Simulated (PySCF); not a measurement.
# Electron correlation in Pb⁶⁹⁺ (lead, charge +69)

[Ne] 3s2 3p1, 2P determinant. Computed with PySCF 2.14 in an even-tempered Gaussian basis (17 s from 21 bohr⁻², ratio 2.5; 12 p from 27 bohr⁻², ratio 2.5; 4 d from 100 bohr⁻², ratio 2.7; 4 f from 150 bohr⁻², ratio 2.7), with the spin-free X2C one-electron Hamiltonian (Gaussian nucleus). Frozen: 1s2; 11 electrons correlated; the 17 highest virtual orbitals of each spin left out.

```json
{"level": "CCSD", "correlation energy (mhartree)": "-529.83"}
{"level": "(T)", "correlation energy (mhartree)": "-0.31"}
{"level": "CCSD(T)", "correlation energy (mhartree)": "-530.14"}
```

Diagnostics: T1 = 0.00021, D1 = 0.0009, largest double amplitude 0.025.

Spin-orbit coupling, absent here, splits the open shell strongly.

Cost of the coupled-cluster step: of the order of 40 core-seconds, for 11 correlated electrons.

At this charge the one-electron X2C treatment keeps the bare 1/r₁₂, with no two-electron picture change or Breit term. The effect here is smaller than on the frozen 1s shell; and a scalar Hamiltonian misses the large spin-orbit splitting of the p shells, which matters for ns² → np² pairs.
